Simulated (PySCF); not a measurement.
Constitutional and geometric isomers with formula H6B2N2. Isolated molecules, 0 K electronic values unless said otherwise. One relaxed conformer stands for each flexible species; it need not be the lowest. Strings in code marks are SMILES.

The LUMO from two functionals at the same geometries (r2SCAN-D4/def2-TZVP), both in PySCF: PBE-D3(BJ)/def2-TZVP and r2SCAN-D4/def2-TZVP. 

| species | PBE-D3(BJ)/def2-TZVP (eV) | r2SCAN-D4/def2-TZVP (eV) |
|---|---|---|
| `NB(N)B` | -2.73 | -2.42 |
| `BNBN` (B–N–B–N torsion 180°) | -1.21 | -0.82 |
| `NBBN` (N–B–B–N torsion 73°) | -0.92 | -0.60 |

Over these rows, drawn at random from the members with no instability flagged (it was tested for open shells, ions and some series alone), PBE minus r2SCAN-D4: mean -0.34 eV, from -0.39 eV to -0.31 eV.
